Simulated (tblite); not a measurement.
Species: C5H14P2S.
Structure used (GFN2-xTB), in Å, numbered top down from 1:
```xyz
22
C5H14P2S angstrom
C      1.2968   -1.2968    0.7487
C      0.7685    0.0150    0.1780
C      0.5568    1.0378    1.2850
C      1.7051    0.5424   -0.9015
P     -0.8723   -0.4211   -0.6383
C     -1.7067    1.1836   -0.9932
P     -2.0793   -1.2130    1.0289
S     -0.7260   -1.5572   -2.2142
H      0.6358   -1.6614    1.5388
H      2.2917   -1.1602    1.1692
H      1.3536   -2.0516   -0.0365
H      1.4768    1.1557    1.8556
H      0.2842    2.0089    0.8775
H     -0.2267    0.7085    1.9693
H      1.3523    1.4935   -1.2983
H      2.7035    0.6912   -0.4934
H      1.7693   -0.1709   -1.7226
H     -2.6000    0.9571   -1.5762
H     -1.9858    1.6949   -0.0738
H     -1.0496    1.8086   -1.5962
H     -3.2012   -1.2246    0.2038
H     -1.7572   -2.5211    0.6886
```

Computed values, GFN2-xTB/tblite, gas phase, harmonic and unscaled. Against measured fundamentals such values can be off by several per cent, at times by over 20. Modes of hydrogen on phosphorus can be 10 to 20 % off. One conformer, not necessarily the lowest.

Harmonic wavenumbers (cm⁻¹): 58.0, 129.2, 144.1, 150.6, 160.7, 180.2, 191.8, 204.2, 218.2, 242.3, 256.2, 272.6, 284.9, 336.1, 386.2, 392.1, 452.2, 585.5, 672.0, 708.2, 733.6, 764.6, 838.7, 844.4, 858.5, 960.8, 965.3, 966.4, 1020.0, 1022.5, 1106.0, 1191.3, 1229.5, 1237.8, 1298.5, 1398.8, 1401.6, 1413.0, 1421.5, 1431.7, 1475.6, 1479.1, 1480.8, 1494.5, 1495.6, 1498.1, 2287.6, 2343.9, 2968.3, 2986.8, 2988.4, 2992.9, 3001.6, 3004.2, 3010.6, 3013.1, 3015.7, 3018.9, 3021.5, 3031.7.

A = 1265, B = 1107, C = 883.7 MHz; mass 168.029 u (most abundant isotopes); point group C1, symmetry number 1.

Problem. Zero-point energy?

Solution. ½Σν̃ = 38869 cm⁻¹ = 111.13 kcal/mol.

Problem. What is S at 400 K and 1 bar for an ideal gas of classical rigid rotors and harmonic oscillators?

Solution. Translation 42.75, rotation 30.82, vibration 50.79: S = 124.4 cal/(mol K).

Problem. And Cp and H(400 K) − H(0)?

Solution. Cp = 58.08 cal/(mol K), of which vibrations give 50.13 (their classical limit is 60 R = 119.2); H(400 K) − H(0) = 14.01 kcal/mol without the zero-point energy, 10.83 from vibrations.

Problem. What must be added to the electronic energy to get the Gibbs energy at 400 K and 1 bar?

Solution. ZPE + [H(400 K) − H(0)] − T·S = 111.13 + 14.01 − 49.74 = 75.40 kcal/mol.

Problem. Which modes carry the vibrational entropy at 400 K?

Solution. 58.0 cm⁻¹: 5.11; 129.2 cm⁻¹: 3.53; 144.1 cm⁻¹: 3.32; 150.6 cm⁻¹: 3.23; 160.7 cm⁻¹: 3.10; 180.2 cm⁻¹: 2.88 cal/(mol K); the other 54 give 29.62 together.

Problem. How do the functions run with temperature in this model?

Solution. 
| T (K) | S (cal/(mol K)) | Cp (cal/(mol K)) | H − H(0) (kcal/mol) | G − H(0) (kcal/mol) | ln q(vib) |
| --- | --- | --- | --- | --- | --- |
| 50 | 59.1 | 12.9 | 0.47 | -2.48 | 0.29 |
| 100 | 71.3 | 23.3 | 1.38 | -5.75 | 1.45 |
| 298.15 | 108.9 | 47.7 | 8.62 | -23.84 | 8.39 |
| 373.15 | 120.4 | 55.5 | 12.49 | -32.44 | 11.01 |
| 500 | 138.3 | 66.9 | 20.28 | -48.87 | 15.27 |
| 750 | 168.8 | 83.6 | 39.24 | -87.37 | 23.09 |
| 1000 | 194.5 | 95.1 | 61.66 | -132.88 | 30.18 |

q(vib) and H(0) count from the zero-point level.

Problem. Blend soft modes into free rotors: weight 1/[1 + (100 cm⁻¹/ν̃)⁴] for the oscillator and the rest for a rotor with moment μB/(μ + B), μ = h/(8π²ν), B = 10⁻⁴⁴ kg m². What vibrational entropy results?

Solution. 49.05 cal/(mol K) in place of 50.79, which changes −T·S at 400 K by +0.69 kcal/mol.

Hindered rotation and anharmonicity are outside this model. Other conformers, if any are populated, would add a mixing term that is left out. The structure is chiral; the term R ln 2 for an equal mix with its mirror image is left out.
